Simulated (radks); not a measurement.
Removal energies from the praseodymium ion Pr4+, [Xe] 4f1, by Delta-SCF beside the eigenvalue of the level emptied. All-electron calculation, scalar-relativistic Kohn-Sham, BLYP, spin-polarised, spherical densities, finite nucleus; Fermi nuclear charge, rms radius of each element as measured or else 0.836 A^(1/3) + 0.57 fm. Program: a radial shooting solver on a logarithmic mesh with Libxc functionals. Open shells are filled with parallel spins first.

| removed from | final configuration | Delta-SCF (eV) | -eigenvalue (eV) |
|---|---|---|---|
| 4f | [Xe] | 58.923 | 48.727 |
| 5p | [Kr] 4d10 4f1 5s2 5p5 | 67.355 | 60.926 |
| 5s | [Kr] 4d10 4f1 5s1 5p6 | 87.598 | 80.520 |
| 4d | [Kr] 4d9 4f1 5s2 5p6 | 171.92 | 160.29 |
